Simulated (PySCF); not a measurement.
C$_{2}$H$_{7}$BO$_{3}$ (SMILES CCOB(O)O), singlet, at a GFN2-xTB geometry, atoms displaced at random by about 0.03 Å a coordinate; PBE0/6-31G, gradient by finite differences (PySCF).

PySCF was given this input:
```python
from pyscf import gto, scf, dft

mol = gto.Mole()
mol.atom = '''
    B     0.01809862    0.94135781   -0.02860142
    O     0.31799378    2.06787783   -0.70295421
    H    -0.24525166    2.85773092   -0.64675556
    O    -1.11460104    0.84324108    0.74223758
    H    -1.65167772    1.64240277    0.87347827
    O     0.80727599   -0.12116997   -0.16484860
    C     0.58551370   -1.37111985    0.48223181
    C    -0.39894275   -2.23148647   -0.32030787
    H     1.59044392   -1.83234234    0.54926533
    H     0.21094676   -1.20662622    1.42663284
    H     0.00626955   -2.31096953   -1.34552950
    H    -0.50631713   -3.16773419    0.10834637
    H    -1.32412065   -1.68132553   -0.41501179
'''
mol.basis = '6-31g'
mol.verbose = 4
mol.build()

mf = dft.RKS(mol)
mf.xc = 'pbe0'
mf.conv_tol = 1e-11
mf.kernel()
scan, done = mf.as_scanner(), []
scan.scf_summary = {}
def energy(d):
    c = mol.atom_coords()
    c[0, 2] += d
    e = scan(mol.set_geom_(c, unit='Bohr', inplace=False))
    done.append(scan.converged)
    return e
h = 1e-5
fd = (energy(h) - energy(-h)) / (2 * h)
print('dE/dx =', fd)
```

The log (banner, timings and long lists left out):

```
PySCF version 2.14.0

[INPUT] verbose = 4
[INPUT] num. atoms = 13
[INPUT] num. electrons = 48
[INPUT] charge = 0
[INPUT] spin (= nelec alpha-beta = 2S) = 0
[INPUT] symmetry False subgroup None
[INPUT] Mole.unit = angstrom
[INPUT] Symbol           X                Y                Z      unit          X                Y                Z       unit  Magmom
[...]
nuclear repulsion = 242.31685587545
number of shells = 44
number of NR pGTOs = 160
number of NR cGTOs = 68
basis = 6-31g
ecp = {}

******** <class 'pyscf.dft.rks.RKS'> ********
method = RKS
initial guess = minao
damping factor = 0
level_shift factor = 0
DIIS = <class 'pyscf.scf.diis.CDIIS'>
diis_start_cycle = 1
diis_space = 8
diis_damp = 0
SCF conv_tol = 1e-11
SCF conv_tol_grad = None
SCF max_cycles = 50
direct_scf = True
direct_scf_tol = 1e-13
XC library pyscf.dft.libxc version 7.1.2
    S. Lehtola, C. Steigemann, M. J. T. Oliveira, and M. A. L. Marques,  SoftwareX 7, 1–5 (2018)
XC functionals = pbe0
    C. Adamo and V. Barone,  J. Chem. Phys. 110, 6158 (1999)
    M. Ernzerhof and G. E. Scuseria,  J. Chem. Phys. 110, 5029 (1999)
radial grids:
    Treutler-Ahlrichs [JCP 102, 346 (1995); DOI:10.1063/1.469408] (M4) radial grids

becke partition: Becke, JCP 88, 2547 (1988); DOI:10.1063/1.454033
pruning grids: <function nwchem_prune>
grids dens level: 3
symmetrized grids: False
atomic radii adjust function: <function treutler_atomic_radii_adjust>
small_rho_cutoff = 0
Set gradient conv threshold to 3.16228e-06
Initial guess from minao.
tot grids = 153184
init E= -331.375831887402
[...]
cycle= 1 E= -330.405596877278  delta_E= 0.97  |g|= 0.98  |ddm|= 3.25
[...]
cycle= 2 E= -330.285454486716  delta_E= 0.12  |g|= 1.28  |ddm|= 1.72
[...]
cycle= 3 E= -330.596149173787  delta_E= -0.311  |g|= 0.0653  |ddm|= 0.991
[...]
cycle= 4 E= -330.596699120756  delta_E= -0.00055  |g|= 0.0425  |ddm|= 0.0778
[...]
cycle= 5 E= -330.597041323281  delta_E= -0.000342  |g|= 0.00819  |ddm|= 0.035
[...]
cycle= 6 E= -330.597056081613  delta_E= -1.48e-05  |g|= 0.00111  |ddm|= 0.00745
[...]
cycle= 7 E= -330.597056381913  delta_E= -3e-07  |g|= 0.000292  |ddm|= 0.00135
[...]
cycle= 8 E= -330.597056405622  delta_E= -2.37e-08  |g|= 8.54e-05  |ddm|= 0.000422
[...]
cycle= 9 E= -330.597056406788  delta_E= -1.17e-09  |g|= 3.67e-05  |ddm|= 8.06e-05
[...]
cycle= 10 E= -330.597056407054  delta_E= -2.66e-10  |g|= 3.69e-06  |ddm|= 3.03e-05
[...]
cycle= 11 E= -330.597056407056  delta_E= -2.61e-12  |g|= 2.18e-06  |ddm|= 5.24e-06
[...]
Extra cycle  E= -330.597056407058  delta_E= -1.36e-12  |g|= 2.39e-06  |ddm|= 4.05e-06
converged SCF energy = -330.597056407058
Create scanner for <class 'pyscf.dft.rks.RKS'>

WARN: Mole.unit (angstrom) is changed to Bohr

New geometry
   1 B      0.018098620000   0.941357810000  -0.028596128228 AA    0.034201435033   1.778908446120  -0.054038850574 Bohr
   2 O      0.317993780000   2.067877830000  -0.702954210000 AA    0.600921153515   3.907722757760  -1.328390935010 Bohr
   3 H     -0.245251660000   2.857730920000  -0.646755560000 AA   -0.463458468995   5.400328776501  -1.222190877940 Bohr
   4 O     -1.114601040000   0.843241080000   0.742237580000 AA   -2.106290703755   1.593494698182   1.402625745560 Bohr
   5 H     -1.651677720000   1.642402770000   0.873478270000 AA   -3.121218536846   3.103691421527   1.650634706059 Bohr
   6 O      0.807275990000  -0.121169970000  -0.164848600000 AA    1.525530528037  -0.228978057822  -0.311518706018 Bohr
   7 C      0.585513700000  -1.371119850000   0.482231810000 AA    1.106460535181  -2.591041000455   0.911286049453 Bohr
   8 C     -0.398942750000  -2.231486470000  -0.320307870000 AA   -0.753892536881  -4.216898278972  -0.605294149843 Bohr
   9 H      1.590443920000  -1.832342340000   0.549265330000 AA    3.005503425280  -3.462625189045   1.037961043419 Bohr
  10 H      0.210946760000  -1.206626220000   1.426632840000 AA    0.398631603264  -2.280193090519   2.695945347910 Bohr
[...]
pruning grids: <function nwchem_prune>
grids dens level: 3
symmetrized grids: False
atomic radii adjust function: <function treutler_atomic_radii_adjust>
small_rho_cutoff = 0
Set gradient conv threshold to 3.16228e-06
tot grids = 153184
init E= -330.597056141981
[...]
cycle= 1 E= -330.597056430276  delta_E= -2.88e-07  |g|= 4.71e-06  |ddm|= 1.53e-05
[...]
cycle= 2 E= -330.59705643027  delta_E= 5.91e-12  |g|= 7.02e-06  |ddm|= 9.93e-06
[...]
cycle= 3 E= -330.59705643028  delta_E= -1e-11  |g|= 5.5e-07  |ddm|= 4.95e-06
[...]
cycle= 4 E= -330.597056430281  delta_E= -1.14e-12  |g|= 1.97e-07  |ddm|= 5.8e-07
[...]
Extra cycle  E= -330.59705643028  delta_E= 7.96e-13  |g|= 2.82e-07  |ddm|= 3.54e-07
converged SCF energy = -330.59705643028

WARN: Mole.unit (angstrom) is changed to Bohr

New geometry
   1 B      0.018098620000   0.941357810000  -0.028606711772 AA    0.034201435033   1.778908446120  -0.054058850574 Bohr
   2 O      0.317993780000   2.067877830000  -0.702954210000 AA    0.600921153515   3.907722757760  -1.328390935010 Bohr
   3 H     -0.245251660000   2.857730920000  -0.646755560000 AA   -0.463458468995   5.400328776501  -1.222190877940 Bohr
   4 O     -1.114601040000   0.843241080000   0.742237580000 AA   -2.106290703755   1.593494698182   1.402625745560 Bohr
   5 H     -1.651677720000   1.642402770000   0.873478270000 AA   -3.121218536846   3.103691421527   1.650634706059 Bohr
   6 O      0.807275990000  -0.121169970000  -0.164848600000 AA    1.525530528037  -0.228978057822  -0.311518706018 Bohr
   7 C      0.585513700000  -1.371119850000   0.482231810000 AA    1.106460535181  -2.591041000455   0.911286049453 Bohr
   8 C     -0.398942750000  -2.231486470000  -0.320307870000 AA   -0.753892536881  -4.216898278972  -0.605294149843 Bohr
   9 H      1.590443920000  -1.832342340000   0.549265330000 AA    3.005503425280  -3.462625189045   1.037961043419 Bohr
  10 H      0.210946760000  -1.206626220000   1.426632840000 AA    0.398631603264  -2.280193090519   2.695945347910 Bohr
  11 H      0.006269550000  -2.310969530000  -1.345529500000 AA    0.011847732424  -4.367099493915  -2.542682247523 Bohr
  12 H     -0.506317130000  -3.167734190000   0.108346370000 AA   -0.956800707876  -5.986150054521   0.204744965891 Bohr
  13 H     -1.324120650000  -1.681325530000  -0.415011790000 AA   -2.502225384381  -3.177244777939  -0.784258621566 Bohr

******** <class 'pyscf.scf.hf.RKS_Scanner'> ********
method = RKS_Scanner
initial guess = minao
damping factor = 0
level_shift factor = 0
DIIS = <class 'pyscf.scf.diis.CDIIS'>
diis_start_cycle = 1
diis_space = 8
diis_damp = 0
SCF conv_tol = 1e-11
SCF conv_tol_grad = None
SCF max_cycles = 50
direct_scf = True
direct_scf_tol = 1e-13
XC library pyscf.dft.libxc version 7.1.2
    S. Lehtola, C. Steigemann, M. J. T. Oliveira, and M. A. L. Marques,  SoftwareX 7, 1–5 (2018)
XC functionals = pbe0
    C. Adamo and V. Barone,  J. Chem. Phys. 110, 6158 (1999)
    M. Ernzerhof and G. E. Scuseria,  J. Chem. Phys. 110, 5029 (1999)
radial grids:
    Treutler-Ahlrichs [JCP 102, 346 (1995); DOI:10.1063/1.469408] (M4) radial grids

becke partition: Becke, JCP 88, 2547 (1988); DOI:10.1063/1.454033
pruning grids: <function nwchem_prune>
grids dens level: 3
symmetrized grids: False
atomic radii adjust function: <function treutler_atomic_radii_adjust>
small_rho_cutoff = 0
Set gradient conv threshold to 3.16228e-06
tot grids = 153184
init E= -330.597056960302
[...]
cycle= 1 E= -330.597056383791  delta_E= 5.77e-07  |g|= 6.89e-06  |ddm|= 2.92e-05
[...]
cycle= 2 E= -330.597056383779  delta_E= 1.25e-11  |g|= 1.12e-05  |ddm|= 1.55e-05
[...]
cycle= 3 E= -330.597056383802  delta_E= -2.29e-11  |g|= 3.6e-07  |ddm|= 7.35e-06
[...]
cycle= 4 E= -330.597056383804  delta_E= -2.73e-12  |g|= 1.92e-07  |ddm|= 5.5e-07
[...]
Extra cycle  E= -330.597056383803  delta_E= 1.93e-12  |g|= 2.64e-07  |ddm|= 3.13e-07
converged SCF energy = -330.597056383803
dE/dx = -0.0023238726498675533
```
